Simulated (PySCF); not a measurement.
C4H8OSi2.
Structure used (PBE0-D3(BJ)/def2-SVP), in Å, numbered top down from 1:
```
atom  x, y, z in Å
C1     2.953   -0.254   -1.067
C2     1.924   -0.176   -0.430
C3     0.676   -0.054    0.298
C4    -0.381   -1.138   -0.040
Si5   -2.056   -0.470    0.547
O6    -1.778    1.182    0.397
Si7   -0.204    1.628    0.033
H8     3.866   -0.326   -1.626
H9     0.894   -0.094    1.383
H10   -0.107   -2.116    0.387
H11   -0.430   -1.272   -1.134
H12   -3.197   -0.893   -0.315
H13   -2.358   -0.810    1.969
H14    0.280    2.682    0.967
H15   -0.094    2.093   -1.379
```

The closed-shell ground state was solved at several levels (PySCF, density fitting, gas phase, non-relativistic).

```
            level  basis functions  total energy (Eh)  HOMO (eV)  LUMO (eV)  gap (eV)  dipole (D)
     PBE/pcSseg-1              173          -810.8240      -6.21      -0.72      5.49        1.01
wB97X-D/def2-SVPD              215          -811.0285      -9.24       1.71     10.95        1.02
```

Question: Estimate the row for PBE0/pcSseg-1, a basis of 173 functions; the other rows only guide the guess.

Answer: Total energy -810.8932 Eh, HOMO -7.40 eV, LUMO 0.20 eV, gap 7.60 eV, dipole 1.06 D.

Question: Over all these levels, which gives the widest orbital gap and which the narrowest?

Answer: wB97X-D/def2-SVPD (range-separated hybrid) has the widest, 10.95 eV, and PBE/pcSseg-1 (GGA) the narrowest, 5.49 eV. Functional and basis both differ between the two, so the spread mixes both effects.

Question: How far do the dipole and the HOMO energy spread over the levels?

Answer: The dipole runs from 1.01 to 1.06 D (mean 1.03 D) and the HOMO from -9.24 to -6.21 eV.

One conformer stands for the species.

Note: wB97X-D ran without an empirical dispersion term, which enters the total energy and its gradient alone.
